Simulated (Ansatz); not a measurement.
# Molecular dynamics of C$_{2}$H$_{4}$O$_{3}$Si

The input (input.yaml):

```yaml
crystal:
  periodic: [false, false, false]
  atoms:
    - { symbol: O, position_ang: [0.914511, -1.671955, -0.064976] }
    - { symbol: C, position_ang: [0.644983, -0.707441, -0.813966] }
    - { symbol: O, position_ang: [1.124399, -0.569874, -2.148807] }
    - { symbol: C, position_ang: [-0.183037, 0.597562, -0.427649] }
    - { symbol: O, position_ang: [-0.311685, 1.548298, -1.24635] }
    - { symbol: Si, position_ang: [-0.808606, 0.578258, 1.418396] }
    - { symbol: H, position_ang: [1.585656, -1.481912, -2.260987] }
    - { symbol: H, position_ang: [-1.899837, -0.434743, 1.466028] }
    - { symbol: H, position_ang: [-1.297497, 1.906394, 1.722209] }
    - { symbol: H, position_ang: [0.210961, 0.214652, 2.297155] }
magnetization:
  spin_polarized: true
basis:
  gaussian: { orbitals: STO-3G }
hamiltonian:
  xc: b3lyp
md:
  timestep: 0.5
  n_steps: 207
  ensemble: nve_milne
  temperature: 500.0
  initial_velocities: maxwell_boltzmann
  seed: 125505
```

Launched with:

```bash
$ ansatz run input.yaml --threads 1 --pin off --max-ram 2048MiB --backend cpu --events-out ev --progress --plain --runs-dir out
```

It goes on from the last frame of an earlier run, with new velocities.

Output, in part (one step line in 3, the closing report, with atoms numbered from 0):

```
md step     0: t =     0.00 fs  T =   500.0 K  F+E_penalty+E_count = -15953.99302092 eV  E_kin = 0.517040 eV  conserved = -15953.47598093 eV  (29 SCF iters)
md step     3: t =     1.50 fs  T =   480.3 K  F+E_penalty+E_count = -15953.97271741 eV  E_kin = 0.496654 eV  conserved = -15953.47606302 eV  (33 SCF iters)
md step     6: t =     3.00 fs  T =   448.7 K  F+E_penalty+E_count = -15953.93998334 eV  E_kin = 0.463992 eV  conserved = -15953.47599167 eV  (34 SCF iters)
md step     9: t =     4.50 fs  T =   373.7 K  F+E_penalty+E_count = -15953.86234865 eV  E_kin = 0.386404 eV  conserved = -15953.47594499 eV  (34 SCF iters)
md step    12: t =     6.00 fs  T =   284.4 K  F+E_penalty+E_count = -15953.77011279 eV  E_kin = 0.294140 eV  conserved = -15953.47597300 eV  (34 SCF iters)
md step    15: t =     7.50 fs  T =   278.9 K  F+E_penalty+E_count = -15953.76441349 eV  E_kin = 0.288394 eV  conserved = -15953.47601941 eV  (35 SCF iters)
md step    18: t =     9.00 fs  T =   290.7 K  F+E_penalty+E_count = -15953.77660863 eV  E_kin = 0.300557 eV  conserved = -15953.47605124 eV  (35 SCF iters)
md step    21: t =    10.50 fs  T =   242.2 K  F+E_penalty+E_count = -15953.72654195 eV  E_kin = 0.250494 eV  conserved = -15953.47604783 eV  (34 SCF iters)
md step    24: t =    12.00 fs  T =   236.5 K  F+E_penalty+E_count = -15953.72057426 eV  E_kin = 0.244584 eV  conserved = -15953.47598990 eV  (34 SCF iters)
md step    27: t =    13.50 fs  T =   267.0 K  F+E_penalty+E_count = -15953.75199943 eV  E_kin = 0.276053 eV  conserved = -15953.47594635 eV  (34 SCF iters)
md step    30: t =    15.00 fs  T =   249.7 K  F+E_penalty+E_count = -15953.73422630 eV  E_kin = 0.258250 eV  conserved = -15953.47597594 eV  (35 SCF iters)
md step    33: t =    16.50 fs  T =   242.6 K  F+E_penalty+E_count = -15953.72688067 eV  E_kin = 0.250856 eV  conserved = -15953.47602452 eV  (34 SCF iters)
md step    36: t =    18.00 fs  T =   276.5 K  F+E_penalty+E_count = -15953.76202188 eV  E_kin = 0.285973 eV  conserved = -15953.47604924 eV  (30 SCF iters)
md step    39: t =    19.50 fs  T =   301.2 K  F+E_penalty+E_count = -15953.78749319 eV  E_kin = 0.311459 eV  conserved = -15953.47603406 eV  (34 SCF iters)
md step    42: t =    21.00 fs  T =   349.0 K  F+E_penalty+E_count = -15953.83687891 eV  E_kin = 0.360907 eV  conserved = -15953.47597223 eV  (33 SCF iters)
md step    45: t =    22.50 fs  T =   389.2 K  F+E_penalty+E_count = -15953.87834107 eV  E_kin = 0.402414 eV  conserved = -15953.47592658 eV  (34 SCF iters)
md step    48: t =    24.00 fs  T =   383.0 K  F+E_penalty+E_count = -15953.87197778 eV  E_kin = 0.396016 eV  conserved = -15953.47596179 eV  (33 SCF iters)
md step    51: t =    25.50 fs  T =   429.9 K  F+E_penalty+E_count = -15953.92058692 eV  E_kin = 0.444569 eV  conserved = -15953.47601840 eV  (34 SCF iters)
md step    54: t =    27.00 fs  T =   485.1 K  F+E_penalty+E_count = -15953.97771172 eV  E_kin = 0.501661 eV  conserved = -15953.47605118 eV  (37 SCF iters)
md step    57: t =    28.50 fs  T =   417.5 K  F+E_penalty+E_count = -15953.90778719 eV  E_kin = 0.431736 eV  conserved = -15953.47605075 eV  (34 SCF iters)
md step    60: t =    30.00 fs  T =   330.2 K  F+E_penalty+E_count = -15953.81745269 eV  E_kin = 0.341447 eV  conserved = -15953.47600596 eV  (34 SCF iters)
md step    63: t =    31.50 fs  T =   291.5 K  F+E_penalty+E_count = -15953.77738166 eV  E_kin = 0.301432 eV  conserved = -15953.47594999 eV  (35 SCF iters)
md step    66: t =    33.00 fs  T =   227.1 K  F+E_penalty+E_count = -15953.71074720 eV  E_kin = 0.234790 eV  conserved = -15953.47595763 eV  (35 SCF iters)
md step    69: t =    34.50 fs  T =   185.9 K  F+E_penalty+E_count = -15953.66819700 eV  E_kin = 0.192199 eV  conserved = -15953.47599830 eV  (35 SCF iters)
md step    72: t =    36.00 fs  T =   191.4 K  F+E_penalty+E_count = -15953.67399877 eV  E_kin = 0.197974 eV  conserved = -15953.47602495 eV  (35 SCF iters)
md step    75: t =    37.50 fs  T =   201.6 K  F+E_penalty+E_count = -15953.68446863 eV  E_kin = 0.208422 eV  conserved = -15953.47604666 eV  (36 SCF iters)
md step    78: t =    39.00 fs  T =   259.4 K  F+E_penalty+E_count = -15953.74425597 eV  E_kin = 0.268226 eV  conserved = -15953.47603004 eV  (35 SCF iters)
md step    81: t =    40.50 fs  T =   310.3 K  F+E_penalty+E_count = -15953.79688376 eV  E_kin = 0.320895 eV  conserved = -15953.47598859 eV  (35 SCF iters)
md step    84: t =    42.00 fs  T =   275.0 K  F+E_penalty+E_count = -15953.76036308 eV  E_kin = 0.284376 eV  conserved = -15953.47598747 eV  (34 SCF iters)
md step    87: t =    43.50 fs  T =   277.4 K  F+E_penalty+E_count = -15953.76289444 eV  E_kin = 0.286903 eV  conserved = -15953.47599131 eV  (34 SCF iters)
md step    90: t =    45.00 fs  T =   336.1 K  F+E_penalty+E_count = -15953.82356263 eV  E_kin = 0.347569 eV  conserved = -15953.47599402 eV  (34 SCF iters)
md step    93: t =    46.50 fs  T =   338.2 K  F+E_penalty+E_count = -15953.82577028 eV  E_kin = 0.349763 eV  conserved = -15953.47600708 eV  (34 SCF iters)
md step    96: t =    48.00 fs  T =   329.0 K  F+E_penalty+E_count = -15953.81625367 eV  E_kin = 0.340238 eV  conserved = -15953.47601595 eV  (34 SCF iters)
md step    99: t =    49.50 fs  T =   360.5 K  F+E_penalty+E_count = -15953.84878222 eV  E_kin = 0.372781 eV  conserved = -15953.47600097 eV  (35 SCF iters)
md step   102: t =    51.00 fs  T =   364.6 K  F+E_penalty+E_count = -15953.85299952 eV  E_kin = 0.376997 eV  conserved = -15953.47600248 eV  (33 SCF iters)
md step   105: t =    52.50 fs  T =   361.0 K  F+E_penalty+E_count = -15953.84927594 eV  E_kin = 0.373268 eV  conserved = -15953.47600811 eV  (33 SCF iters)
md step   108: t =    54.00 fs  T =   359.6 K  F+E_penalty+E_count = -15953.84790432 eV  E_kin = 0.371902 eV  conserved = -15953.47600248 eV  (34 SCF iters)
md step   111: t =    55.50 fs  T =   321.8 K  F+E_penalty+E_count = -15953.80875239 eV  E_kin = 0.332743 eV  conserved = -15953.47600902 eV  (35 SCF iters)
md step   114: t =    57.00 fs  T =   287.3 K  F+E_penalty+E_count = -15953.77311342 eV  E_kin = 0.297085 eV  conserved = -15953.47602819 eV  (35 SCF iters)
md step   117: t =    58.50 fs  T =   281.9 K  F+E_penalty+E_count = -15953.76750345 eV  E_kin = 0.291483 eV  conserved = -15953.47602076 eV  (36 SCF iters)
md step   120: t =    60.00 fs  T =   223.1 K  F+E_penalty+E_count = -15953.70668783 eV  E_kin = 0.230661 eV  conserved = -15953.47602675 eV  (36 SCF iters)
md step   123: t =    61.50 fs  T =   192.5 K  F+E_penalty+E_count = -15953.67512101 eV  E_kin = 0.199107 eV  conserved = -15953.47601384 eV  (30 SCF iters)
md step   126: t =    63.00 fs  T =   263.4 K  F+E_penalty+E_count = -15953.74833030 eV  E_kin = 0.272332 eV  conserved = -15953.47599863 eV  (35 SCF iters)
md step   129: t =    64.50 fs  T =   312.3 K  F+E_penalty+E_count = -15953.79893067 eV  E_kin = 0.322926 eV  conserved = -15953.47600467 eV  (36 SCF iters)
md step   132: t =    66.00 fs  T =   305.7 K  F+E_penalty+E_count = -15953.79219801 eV  E_kin = 0.316151 eV  conserved = -15953.47604657 eV  (35 SCF iters)
md step   135: t =    67.50 fs  T =   338.0 K  F+E_penalty+E_count = -15953.82560324 eV  E_kin = 0.349549 eV  conserved = -15953.47605448 eV  (33 SCF iters)
md step   138: t =    69.00 fs  T =   339.8 K  F+E_penalty+E_count = -15953.82742636 eV  E_kin = 0.351389 eV  conserved = -15953.47603783 eV  (34 SCF iters)
md step   141: t =    70.50 fs  T =   317.2 K  F+E_penalty+E_count = -15953.80401839 eV  E_kin = 0.328022 eV  conserved = -15953.47599633 eV  (33 SCF iters)
md step   144: t =    72.00 fs  T =   310.8 K  F+E_penalty+E_count = -15953.79738825 eV  E_kin = 0.321427 eV  conserved = -15953.47596134 eV  (35 SCF iters)
md step   147: t =    73.50 fs  T =   267.4 K  F+E_penalty+E_count = -15953.75242878 eV  E_kin = 0.276462 eV  conserved = -15953.47596691 eV  (33 SCF iters)
md step   150: t =    75.00 fs  T =   232.0 K  F+E_penalty+E_count = -15953.71592935 eV  E_kin = 0.239903 eV  conserved = -15953.47602625 eV  (33 SCF iters)
md step   153: t =    76.50 fs  T =   277.4 K  F+E_penalty+E_count = -15953.76289489 eV  E_kin = 0.286839 eV  conserved = -15953.47605616 eV  (35 SCF iters)
md step   156: t =    78.00 fs  T =   264.8 K  F+E_penalty+E_count = -15953.74990027 eV  E_kin = 0.273860 eV  conserved = -15953.47603993 eV  (33 SCF iters)
md step   159: t =    79.50 fs  T =   234.5 K  F+E_penalty+E_count = -15953.71850823 eV  E_kin = 0.242511 eV  conserved = -15953.47599757 eV  (33 SCF iters)
md step   162: t =    81.00 fs  T =   289.0 K  F+E_penalty+E_count = -15953.77484023 eV  E_kin = 0.298900 eV  conserved = -15953.47594071 eV  (32 SCF iters)
md step   165: t =    82.50 fs  T =   337.3 K  F+E_penalty+E_count = -15953.82472155 eV  E_kin = 0.348798 eV  conserved = -15953.47592360 eV  (34 SCF iters)
md step   168: t =    84.00 fs  T =   317.6 K  F+E_penalty+E_count = -15953.80439655 eV  E_kin = 0.328421 eV  conserved = -15953.47597520 eV  (33 SCF iters)
md step   171: t =    85.50 fs  T =   301.5 K  F+E_penalty+E_count = -15953.78784490 eV  E_kin = 0.311819 eV  conserved = -15953.47602607 eV  (34 SCF iters)
md step   174: t =    87.00 fs  T =   261.0 K  F+E_penalty+E_count = -15953.74597561 eV  E_kin = 0.269940 eV  conserved = -15953.47603585 eV  (35 SCF iters)
md step   177: t =    88.50 fs  T =   232.3 K  F+E_penalty+E_count = -15953.71622813 eV  E_kin = 0.240221 eV  conserved = -15953.47600686 eV  (30 SCF iters)
md step   180: t =    90.00 fs  T =   243.8 K  F+E_penalty+E_count = -15953.72808791 eV  E_kin = 0.252126 eV  conserved = -15953.47596240 eV  (35 SCF iters)
md step   183: t =    91.50 fs  T =   243.5 K  F+E_penalty+E_count = -15953.72780203 eV  E_kin = 0.251846 eV  conserved = -15953.47595626 eV  (35 SCF iters)
md step   186: t =    93.00 fs  T =   244.3 K  F+E_penalty+E_count = -15953.72862475 eV  E_kin = 0.252611 eV  conserved = -15953.47601341 eV  (32 SCF iters)
md step   189: t =    94.50 fs  T =   307.5 K  F+E_penalty+E_count = -15953.79401022 eV  E_kin = 0.317939 eV  conserved = -15953.47607115 eV  (34 SCF iters)
md step   192: t =    96.00 fs  T =   325.7 K  F+E_penalty+E_count = -15953.81288902 eV  E_kin = 0.336812 eV  conserved = -15953.47607749 eV  (34 SCF iters)
md step   195: t =    97.50 fs  T =   278.0 K  F+E_penalty+E_count = -15953.76353321 eV  E_kin = 0.287489 eV  conserved = -15953.47604419 eV  (34 SCF iters)
md step   198: t =    99.00 fs  T =   264.9 K  F+E_penalty+E_count = -15953.74992510 eV  E_kin = 0.273933 eV  conserved = -15953.47599189 eV  (34 SCF iters)
md step   201: t =   100.50 fs  T =   284.5 K  F+E_penalty+E_count = -15953.77014314 eV  E_kin = 0.294178 eV  conserved = -15953.47596507 eV  (34 SCF iters)
md step   204: t =   102.00 fs  T =   269.6 K  F+E_penalty+E_count = -15953.75476687 eV  E_kin = 0.278759 eV  conserved = -15953.47600745 eV  (34 SCF iters)
md step   207: t =   103.50 fs  T =   286.6 K  F+E_penalty+E_count = -15953.77247013 eV  E_kin = 0.296404 eV  conserved = -15953.47606584 eV  (31 SCF iters)
Total energy: -15953.77264600 eV, -586.2903308851 hartree
Atom 0 at     0.803459    -1.604763    -0.055266 Å, force     0.235973    -1.413685     0.737023 eV/Å
Atom 1 at     0.628558    -0.698017    -0.884776 Å, force    -0.955794     1.268519     2.105700 eV/Å
Atom 2 at     1.203286    -0.655656    -2.129381 Å, force    -0.066781     1.438466    -1.868747 eV/Å
Atom 3 at    -0.199058     0.644015    -0.414179 Å, force    -0.129133    -0.725557    -1.373842 eV/Å
Atom 4 at    -0.341210     1.590729    -1.213804 Å, force    -0.088129     0.546113    -0.182956 eV/Å
Atom 5 at    -0.784419     0.542695     1.395394 Å, force     1.518164     1.454494     1.279453 eV/Å
Atom 6 at     1.750455    -1.497785    -2.189945 Å, force     0.510234    -1.021981     0.065514 eV/Å
Atom 7 at    -1.389084    -0.649829     1.830252 Å, force    -0.607441    -0.984407    -0.053348 eV/Å
Atom 8 at    -1.603773     1.687791     1.857604 Å, force     0.462684    -0.616961    -0.585564 eV/Å
Atom 9 at     0.533538     0.610833     2.071600 Å, force    -0.879776     0.055000    -0.123234 eV/Å
Dipole moment:     0.018982    -0.171157     0.022904 e Å
```

All steps were run. The conserved energy stayed within 0.011 meV per atom of its start (net change -0.0085 meV per atom), so the integration is sound. Over the second half the temperature averaged 0.57 of the 500 K drawn at the start: a run that starts near a minimum puts about half its kinetic energy into the potential. A run of 0.1 ps of so small a system gives no equilibrium averages. Limits of this set-up: minimal basis.

The same pairs are bonded in the first frame and the last. Pairs count as bonded within 1.25 times the sum of covalent radii (0.12 Å more for H–H).

Last frame:

```xyz
10
Properties=species:S:1:pos:R:3
O 0.803 -1.605 -0.055
C 0.629 -0.698 -0.885
O 1.203 -0.656 -2.129
C -0.199 0.644 -0.414
O -0.341 1.591 -1.214
Si -0.784 0.543 1.395
H 1.750 -1.498 -2.190
H -1.389 -0.650 1.830
H -1.604 1.688 1.858
H 0.533 0.611 2.072
```

The run took 12 min on 1 thread of Arm Neoverse V2, on a shared host, peak memory 0.14 GiB.
